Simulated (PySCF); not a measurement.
Species: BH5O3Si.
Bonds: O1–B2, B2–O3, B2–O4, O4–Si5. Hydrogens: H6 on O1; H7 on O3; H8, H9, H10 on Si5.

Computed with PBE0-D3(BJ)/def2-SVP geometry optimisation, gas phase (PySCF 2.14.0).

Q: Give the optimised bond lengths and angles.

A: 
| bond | length (pm) | order |
| --- | --- | --- |
| O1–B2, B2–O3 | 136.3 | single |
| B2–O4 | 136.6 | single |
| O4–Si5 | 167.4 | single |
| O1–H6, O3–H7 | 96.2 | single |
| Si5–H8, Si5–H9, Si5–H10 | 149.1 | single |

Bonds in one row agree within 1 pm and their mean is given. Orders are formal, as drawn. A selection of angles:
| angle | degrees |
| --- | --- |
| B2–O1–H6 | 112.1 |
| O1–B2–O3 | 120.1 |
| O1–B2–O4 | 119.4 |
| B2–O4–Si5 | 129.0 |
| O4–Si5–H8 | 106.3 |
| O4–Si5–H9 | 110.7 |
| H8–Si5–H9 | 109.5 |

Dihedral angles: O1–B2–O4–Si5 2° (synperiplanar); H6–O1–B2–O3 1° (synperiplanar); H7–O3–B2–O1 -179° (antiperiplanar).

O4 (boron-bound oxygen) is bent (angle 129.0°). Si5 (oxygen-bound silicon) is tetrahedral (angles from 106.3° to 110.9°). B2 (three-coordinate boron) is planar (angles 120.5°, 120.1° and 119.4°, sum 360.0°, 0.00 Å off the plane of its three neighbours). The 5 heavy atoms lie in one plane (0.011 Å rms).

Whether it is a minimum is left open (no frequencies). The numbers are those of one conformer (H–O1–B2–O3 1°, O1–B2–O3–H -179°, O1–B2–O4–Si5 2°).

On one thread of an Arm Neoverse V1, no GPU (shared host), this took 45 s and 0.40 GiB of memory at its peak. That covers the optimisation of the geometry.
